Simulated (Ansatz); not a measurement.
`[GeH3][SiH]1CS1` + `[SiH3][SiH2][GeH2][SiH2][SiH3]` → `[SiH3][SiH2][GeH2][SiH2][GeH3]` + `[SiH3][SiH]1CS1`  (redistribution)

Isolated molecules relaxed with PBE0-D4/def2-TZVP in Ansatz; ΔE leaves out vibrations. CBS: MP2 limit from def2 TZ/QZ plus the TZ coupled-cluster correction, frozen cores. For Ge outer-core shells are correlated without core-valence functions, which leaves a few kJ/mol of doubt a bond. Scalar relativity is left out up to krypton. Each species was taken in one conformer, which may not be the lowest.

`[GeH3][SiH]1CS1`:

Z-matrix (Å, degrees):
```
Ge
Si 1 2.367
H 1 1.536 2 110.4
H 1 1.535 2 108.4 3 119.8
H 1 1.539 2 110.8 3 -120.3
C 2 1.848 1 119.2 3 -141.6
S 2 2.096 1 117.5 3 -77.5
H 2 1.484 1 116.6 3 69.0
H 6 1.086 2 119.3 1 -149.2
H 6 1.086 2 119.9 1 -0.7
```

`[SiH3][SiH2][GeH2][SiH2][SiH3]`:

Z-matrix (Å, degrees):
```
Si
Si 1 2.337
H 1 1.488 2 109.4
H 1 1.488 2 109.8 3 118.9
H 1 1.488 2 111.6 3 -120.4
Ge 2 2.382 1 109.3 3 -59.8
H 2 1.490 1 110.4 3 178.2
H 2 1.490 1 109.5 3 59.1
Si 6 2.382 2 109.0 1 50.1
H 6 1.540 2 109.7 1 -70.6
H 6 1.540 2 110.2 1 170.7
Si 9 2.337 6 109.4 2 50.3
H 9 1.490 6 108.6 2 -69.1
H 9 1.490 6 110.7 2 172.1
H 12 1.488 9 109.4 6 -59.3
H 12 1.488 9 111.6 6 -179.7
H 12 1.488 9 109.8 6 59.6
```

`[SiH3][SiH2][GeH2][SiH2][GeH3]`:

Cartesian coordinates in Å:
```
Si 2.173 -1.490 -0.420
Si 1.786 0.509 0.727
Ge 0.227 1.832 -0.494
Si -1.679 0.496 -0.997
Ge -2.409 -0.620 0.973
H 2.747 -1.197 -1.761
H 3.113 -2.374 0.322
H 0.884 -2.211 -0.606
H 3.063 1.248 0.930
H 1.202 0.208 2.065
H -0.204 3.053 0.341
H 0.876 2.349 -1.791
H -2.783 1.329 -1.548
H -1.302 -0.519 -2.020
H -3.672 -1.458 0.714
H -2.720 0.403 2.079
H -1.301 -1.556 1.486
```

`[SiH3][SiH]1CS1`:

Z-matrix (Å, degrees):
```
Si
Si 1 2.326
H 1 1.485 2 107.7
H 1 1.488 2 110.9 3 -120.0
H 1 1.486 2 110.1 3 119.7
C 2 1.850 1 118.8 3 20.9
S 2 2.099 1 116.5 3 -42.4
H 2 1.484 1 117.6 3 171.1
H 6 1.086 2 120.0 1 1.9
H 6 1.086 2 119.1 1 150.2
```

```json
{"species": "`[GeH3][SiH]1CS1`", "MP2/def2-QZVPP energy (Eh)": "-2804.31426"}
{"species": "`[SiH3][SiH2][GeH2][SiH2][SiH3]`", "MP2/def2-QZVPP energy (Eh)": "-3239.27632"}
{"species": "`[SiH3][SiH2][GeH2][SiH2][GeH3]`", "MP2/def2-QZVPP energy (Eh)": "-5026.12774"}
{"species": "`[SiH3][SiH]1CS1`", "MP2/def2-QZVPP energy (Eh)": "-1017.46327"}
```

(1) Work out ΔE.

Largest T1 diagnostic among the species: 0.013.

Results:

(1) ΔE = (-5026.12774) + (-1017.46327) − (-2804.31426) − (-3239.27632) = -0.00043 Eh = -1.1 kJ/mol. CCSD(T)/CBS gives -0.8 kJ/mol.
